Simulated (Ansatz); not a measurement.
Calculated with Ansatz (gas phase, PBE0-D4/def2-TZVP geometries, no zero-point term in ΔE). CBS: MP2 limit from def2 TZ/QZ plus the TZ coupled-cluster correction, frozen cores. DFT in def2-TZVPP. For Ge outer-core shells are correlated without core-valence functions, which leaves a few kJ/mol of doubt a bond. Scalar relativity is left out up to krypton. Each species was taken in one conformer, which may not be the lowest.

Reaction (redistribution): `O[SiH](O)[SiH2]F` + `[SiH3][SiH2][GeH3]` → `O[SiH](O)[SiH2][SiH3]` + `F[SiH2][GeH3]`

```csv
level,ΔE (kJ/mol)
r2SCAN-D4,-3.8
HF/CBS(def2),-0.7
```

**Question.** What does CCSD(T)/CBS give? (Estimate.)

**Answer.** The calculation gave: -2.4 kJ/mol. The listed levels differ from it by -1.4, 1.7 kJ/mol.

Largest T1 diagnostic among the species: 0.013.

CCSD(T)/CBS has its own doubt, a few kJ/mol and more with outer-core shells, so smaller differences from it don't rank the levels.
